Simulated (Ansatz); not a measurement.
`C=[CH][AlH][F]` + H₂S → `[F][AlH][SH]` + ethylene at 298.15 K and 1 bar (ligand exchange at the Al–C bond).

Computed with Ansatz on PBE0-D4/def2-TZVP structures; ΔE is electronic, products minus reactants. CCSD(T)/CBS adds triple-zeta CCSD(T) − MP2 to the extrapolated MP2 energy (def2 sets, frozen cores). This one scheme is used for every species. Each species was taken in one conformer, which may not be the lowest.

| species | CCSD(T)/CBS energy (Eh) | H − E (kJ/mol) | S (J/(mol·K)) |
| --- | --- | --- | --- |
| `C=[CH][AlH][F]` | -420.36993 | 151.6 | 312.4 |
| H₂S | -398.97279 | 49.9 | 205.7 |
| `[F][AlH][SH]` | -740.90186 | 64.3 | 292.4 |
| `C=C` | -78.48111 | 144.6 | 218.9 |

H − E and S are ideal-gas, rigid-rotor, harmonic terms from PBE0-D4/def2-TZVP, for one conformer and one mirror image of each species. 1 Eh = 2625.50 kJ/mol, R = 8.31446 J/(mol·K).

By hand: ΔE, ΔH, ΔS and ΔG.

ΔE = (-740.90186) + (-78.48111) − (-420.36993) − (-398.97279) = -0.04025 Eh = -105.7 kJ/mol. Δ(H − E) = 64.3 + 144.6 − 151.6 − 49.9 = 7.4, so ΔH = -98.3 kJ/mol. ΔS = 292.4 + 218.9 − 312.4 − 205.7 = -6.8 J/(mol·K). ΔG = -98.3 − 298.15 × (-6.8)/1000 = -96.3 kJ/mol.

By hand: the equilibrium constant, and the temperature at which ΔG would vanish if ΔH and ΔS stayed fixed.

log₁₀ K = −ΔG/(RT ln 10) = 16.9. ΔG = 0 at ΔH/ΔS = 14456 K, far beyond where these terms or the molecules hold.

The number of gas molecules stays the same, so ΔS is small and ΔH decides. A doubt of 5 kJ/mol in ΔE shifts log₁₀ K by 0.9 here. Other conformers and mirror images would add mixing entropy, several J/(mol·K) or more a flexible species. These are equilibria of isolated gas molecules and say nothing of rates. Largest T1 diagnostic: 0.012 (customary marks: 0.02 for closed shells, 0.045 for open ones).
